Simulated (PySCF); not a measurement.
C₂H₇AlS. Atoms are numbered in the order given.

```xyz
11

Al    -0.2876     0.2398    -0.1677
C     -1.9931    -0.5721    -0.6743
H     -2.0360    -1.6513    -0.4572
H     -2.1878    -0.4381    -1.7532
H     -2.8322    -0.0887    -0.1433
C      0.1238     2.1375    -0.4230
H      0.0667     2.4049    -1.4933
H      1.1226     2.4270    -0.0594
H     -0.6188     2.7695     0.0958
S      1.2054    -1.1108     0.7295
H      2.1532    -0.1600     0.9020
```

Geometry: B3LYP-D3(BJ)/def2-SVP. The structure was generated by enumeration; whether it is a known compound was not checked. Other conformers were not sampled.

All values below come from HF/pcSseg-1 in PySCF.

GIAO shieldings, no solvent; atoms listed in one row are averaged. δ = σ(ref) − σ: ¹³C against TMS (σ = 192.6 ppm); ¹H against TMS (σ = 31.99 ppm); ³³S against H2S (σ = 725.2 ppm), references at their B3LYP-D3(BJ)/def2-TZVP geometries, non-relativistic.

Computed chemical shifts:
```
nucleus                   atoms  count  δ (ppm)
-------  ----------------------  -----  -------
¹³C                          C6      1     -5.4
¹³C                          C2      1     -6.9
¹H                          H11      1     1.32
¹H       H3, H4, H5, H7, H8, H9      6     0.06
³³S                         S10      1      9.3
```
